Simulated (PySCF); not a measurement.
Species: `C(C)C#CC(C#N)=S`. The columns A, B, C and D hold Mulliken, IAO, Hirshfeld and ESP-fitted charges (e) of one PBE0/pcSseg-1 density (PySCF), in a shuffled order. Coordinates in Å (GFN2-xTB); the density's dipole moment is (-5.37, -0.49, 0.50) D.

| atom | x | y | z | A | B | C | D |
| --- | --- | --- | --- | --- | --- | --- | --- |
| C1 | -2.352 | 0.237 | -0.160 | -0.105 | -0.274 | -0.411 | -0.306 |
| C2 | -1.269 | -0.784 | 0.193 | -0.040 | -0.247 | -0.273 | +0.157 |
| C3 | 0.049 | -0.291 | -0.111 | +0.025 | +0.015 | +0.052 | -0.097 |
| C4 | 1.144 | 0.147 | -0.376 | -0.058 | +0.307 | -0.068 | -0.090 |
| C5 | 2.399 | 0.670 | -0.693 | +0.043 | -0.613 | -0.099 | +0.094 |
| S6 | 2.624 | 2.136 | -1.412 | -0.046 | +0.090 | +0.029 | -0.108 |
| C7 | 3.528 | -0.117 | -0.365 | +0.076 | +0.218 | +0.148 | +0.336 |
| N8 | 4.468 | -0.722 | -0.110 | -0.180 | -0.217 | -0.194 | -0.392 |
| H9 | -2.321 | 0.474 | -1.220 | +0.049 | +0.132 | +0.154 | +0.097 |
| H10 | -3.333 | -0.167 | 0.078 | +0.051 | +0.124 | +0.150 | +0.089 |
| H11 | -2.207 | 1.155 | 0.404 | +0.049 | +0.132 | +0.153 | +0.099 |
| H12 | -1.311 | -1.028 | 1.259 | +0.068 | +0.166 | +0.179 | +0.059 |
| H13 | -1.425 | -1.711 | -0.367 | +0.068 | +0.167 | +0.179 | +0.061 |

Which column most likely holds the ESP-fitted charges?

D. Σ q r misses the density's dipole by 0.11 D (D), 0.84 D (C), 1.07 D (A), 2.31 D (B). Charges fitted to the outside potential are the only set here that is tied to the molecule's multipoles.

And the Hirshfeld charges?

A. The mean sizes are 0.066 e (A), 0.153 e (D), 0.161 e (C), 0.208 e (B), and Hirshfeld charges are commonly the smallest of these schemes.

As computed, A = Hirshfeld, B = Mulliken, C = IAO, D = ESP-fitted. Hydrogens on carbon: Hirshfeld +0.05 to +0.07, Mulliken +0.12 to +0.17, IAO +0.15 to +0.18, ESP-fitted +0.06 to +0.10 e.

The Hirshfeld scheme weights the molecular density at each point by an atom's share of the summed free-atom densities. The ESP scheme is a least-squares fit of atom-centred charges to the potential on four shells outside the van der Waals surface, with the total charge fixed.

Isolated species at its GFN2-xTB geometry, gas phase.
